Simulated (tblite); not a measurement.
Q: Write Cartesian coordinates for InChI=1S/C5H4O3/c1-8-4-2-3(6)5(4)7/h2H,1H3 as optimised with GFN2-xTB.

A: 
```
atom  x, y, z in Å
C1     2.077   -0.010    0.180
O2     1.017   -0.843   -0.272
C3    -0.196   -0.365   -0.177
C4    -0.778    0.794    0.265
C5    -2.141    0.346   -0.047
O6    -3.246    0.795    0.045
C7    -1.521   -0.978   -0.554
O8    -1.875   -2.014   -1.023
H9     2.994   -0.572    0.022
H10    1.960    0.221    1.241
H11    2.106    0.920   -0.393
H12   -0.397    1.705    0.686
```

Any rigid rotation of these coordinates is as good. Atoms count from 1 in this order. The 4 C–C bonds span 1.370 Å (C3–C4, drawn aromatic) to 1.547 Å (C5–C7, drawn aromatic), a spread of 0.177 Å. The 4 C–O bonds span 1.191 Å (C7=O8, drawn double) to 1.422 Å (C1–O2, drawn single), a spread of 0.231 Å. The 8 heavy atoms lie in one plane (0.001 Å rms). Of the pairs four or more bonds apart, C4···H11 is among the closest relative to their van der Waals radii: 2.96 Å, 102 % of the sum of Bondi's values.

Bonds between heavy atoms (Å): C1–O2 1.422, O2–C3 1.307, C3–C4 1.370, C4–C5 1.469, C5=O6 1.196, C5–C7 1.547, C7=O8 1.191, C3–C7 1.508.

Computed geometry: GFN2-xTB, gas phase.

Point group: Cs (every atom within 0.08 Å of its image). Its GFN2-xTB frequencies are all real (lowest 75 cm⁻¹). The numbers are those of one conformer (C1–O2–C3–C4 0°).

Hardware: one thread, Arm Neoverse V2 (aarch64), no GPU, on a shared host. Cost: 0.24 s wall. This is the geometry optimisation.
